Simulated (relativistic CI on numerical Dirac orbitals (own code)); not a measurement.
## Ligand-field terms of d2

Computed with a parametric ligand-field model of a d^n configuration (Racah B and C, spin-orbit zeta, crystal field), exact diagonalisation.

Field parameters in Wybourne normalisation: D3d B²₀ = −7Dσ, B⁴₀ = −14Dq − 21Dτ, B⁴₃ = −14√(10/7) Dq; Oh B⁴₀ = 21Dq, B⁴₄ = √(5/14) B⁴₀; Td as Oh with Dq negative (B⁴₀ = 21Dq, B⁴₄ = √(5/14) B⁴₀). The field is a parameter set, without covalency.

Task: Ground term and bands for B = 400, C = 1760, ζ = 0 cm⁻¹, Oh, 10Dq = 18850 cm⁻¹?

Result: Ground term 3T1 with 0.01 electrons in the two orbitals of the cubic e set. Spin-allowed: 3T2 17904 cm⁻¹ (559 nm), 3T1 22957 cm⁻¹ (436 nm), 3A2 36754 cm⁻¹ (272 nm). Lowest spin-forbidden: 1T2 6070 cm⁻¹ (1647 nm), 1E 6122 cm⁻¹ (1633 nm), 1A1 13968 cm⁻¹ (716 nm).

Task: Ground term and bands for B = 910, C = 3850, ζ = 0 cm⁻¹, Td, 10Dq = -10400 cm⁻¹?

Result: Ground term 3A2 with 2.00 electrons in the two orbitals of the cubic e set. Spin-allowed: 3T2 10400 cm⁻¹ (962 nm), 3T1 16854 cm⁻¹ (593 nm), 3T1 27996 cm⁻¹ (357 nm). Lowest spin-forbidden: 1E 14532 cm⁻¹ (688 nm), 1A1 24010 cm⁻¹ (416 nm), 1T2 24561 cm⁻¹ (407 nm). With an A2 ground term the first spin-allowed band lies at |10Dq| itself.

Task: Ground term and bands for B = 960, C = 4880, ζ = 0 cm⁻¹, D3d, 10Dq = 35100, Dσ = -1200, Dτ = -140 cm⁻¹?

Result: Ground term 3A2 with 0.01 electrons in the two orbitals of the cubic e set. Spin-allowed: 3E 3807 cm⁻¹ (2627 nm), 3A1 33512 cm⁻¹ (298 nm), 3E 35352 cm⁻¹ (283 nm), 3A2 45205 cm⁻¹ (221 nm). Lowest spin-forbidden: 1E 15704 cm⁻¹ (637 nm), 1E 20010 cm⁻¹ (500 nm), 1A1 20186 cm⁻¹ (495 nm).

Task: A d2 ion in Oh symmetry has the ground term 3T1 and bands at 1T2 12960 cm⁻¹ (772 nm), 1E 13072 cm⁻¹ (765 nm), 1A1 29722 cm⁻¹ (336 nm), 3T2 36772 cm⁻¹ (272 nm), 3T1 47394 cm⁻¹ (211 nm), 3A2 75522 cm⁻¹ (132 nm). Which parameters reproduce them?

Result: B = 840, C = 3800, ζ = 0 cm⁻¹, Oh, 10Dq = 38750 cm⁻¹.

Task: Ground term and bands for B = 300, C = 1090, ζ = 0 cm⁻¹, Oh, 10Dq = 6000 cm⁻¹?

Result: Ground term 3T1 with 0.04 electrons in the two orbitals of the cubic e set. Spin-allowed: 3T2 5458 cm⁻¹ (1832 nm), 3T1 9415 cm⁻¹ (1062 nm), 3A2 11458 cm⁻¹ (873 nm). Lowest spin-forbidden: 1T2 4154 cm⁻¹ (2407 nm), 1E 4246 cm⁻¹ (2355 nm), 1A1 8851 cm⁻¹ (1130 nm).
